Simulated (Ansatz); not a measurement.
Reaction (formal exchange of groups at the Si–F bond): `C[SiH](Cl)[SiH2]F` + CH₄ → `C[SiH2][SiH](C)Cl` + H–F

Gas-phase electronic energies from Ansatz, PBE0-D4/def2-TZVP geometries. CBS: MP2 limit from def2 TZ/QZ plus the TZ coupled-cluster correction, frozen cores. This one scheme is used for every species. DFT in def2-TZVPP. B3LYP here is the variant with VWN-RPA as its local correlation; programs differ in this. One conformer a species, not always the lowest.

```
             level  ΔE (kJ/mol)  difference from CCSD(T)/CBS
            PBE-D4        117.0                         -7.0
         r2SCAN-D4        129.6                          5.6
           PBE0-D4        117.4                         -6.6
          B3LYP-D4        132.0                          8.0
           ωB97X-V        129.3                          5.3
           ωB97M-V        127.6                          3.6
            B2PLYP        135.8                         11.8
               PBE        122.1                         -1.9
            r2SCAN        131.1                          7.1
              PBE0        122.0                         -2.0
             B3LYP        140.1                         16.1
     HF/def2-TZVPP        151.8                         27.8
    MP2/def2-TZVPP        123.3                         -0.7
SCS-MP2/def2-TZVPP        130.9                          6.9
   CCSD/def2-TZVPP        127.5                          3.5
CCSD(T)/def2-TZVPP        124.0                          0.0
     HF/def2-QZVPP        153.7                         29.7
    MP2/def2-QZVPP        124.0                          0.0
SCS-MP2/def2-QZVPP        131.4                          7.4
      HF/CBS(def2)        154.0                         30.0
     MP2/CBS(def2)        123.3                         -0.7
    CCSD/CBS(def2)        127.5                          3.5
       CCSD(T)/CBS        124.0                            0
```

Largest T1 diagnostic among the species: 0.011.

In def2-TZVPP, CCSD(T) changes the Hartree–Fock value by −27.7 kJ/mol (the triples alone add −3.5 kJ/mol) and MP2 by −28.4 kJ/mol. The D4 term adds −8.1 kJ/mol with B3LYP and −4.6 kJ/mol with PBE0; it sums over pairs of atoms, weighted by their polarisabilities, and B3LYP, whose exchange is more repulsive, gets the larger term.

CCSD(T)/CBS has its own doubt, a few kJ/mol and more with outer-core shells, so smaller differences from it don't rank the levels.
